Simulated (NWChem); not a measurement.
**Basis-set convergence for H$_{4}$AlFO**

SMILES: O.[F][AlH2]
```xyz
7

Al    -0.5814    -0.4987    -0.0177
H     -0.6887    -1.2707     1.3865
H     -1.0654    -1.1001    -1.4140
F     -0.6147     1.2189     0.0945
O      1.4418    -0.2790    -0.1473
H      1.3979     0.7047    -0.0667
H      1.9129    -0.5888     0.6521
```
Charge 0, spin multiplicity 1.

The numbers come from NWChem runs, not from measurements. The geometry was optimised at PBE/def2-SVP, a minimum by its harmonic frequencies.

Quantity: vertical ionisation energy at the level ΔMP2 (Δ: difference of total energies, the cation a doublet at the parent's geometry; it is the state that the SCF runs reached, from PBE0 orbitals for Hartree-Fock references, and need not be the lowest).

The correlated methods keep 7 core orbitals frozen. The Pople sets run with spherical d functions. The structure started from a generated list of species. The stability of the SCF solutions was not checked. Open-shell Hartree-Fock references start from PBE0 orbitals; any time given for them includes that run.

The cost column gives rough processor time relative to def2-SVP; each entry includes its own SCF.

```tsv
basis	functions	vertical ionisation energy (eV)	relative cost
def2-SVP	66	10.64	1
6-31+G*	66	10.53	under 3
6-311G**	86	10.67	under 3
def2-SVPD	102	10.76	3
aug-cc-pVDZ	109	10.74	5
aug-pcseg-1	109	10.71	4
def2-TZVP	123	10.75	6
pcseg-2	150	10.83	10
cc-pVTZ	150	10.81	10
def2-TZVPD	159	10.78	10
```

Smallest basis within 0.2 eV of def2-TZVPD, the largest set run: def2-SVP, with 66 functions against 159 and about 8 % of the time (also within reach: 6-311G**, def2-SVPD, aug-cc-pVDZ, aug-pcseg-1, def2-TZVP, pcseg-2, cc-pVTZ). def2-TZVPD isn't the basis-set limit itself, and a small set can land close by cancellation.
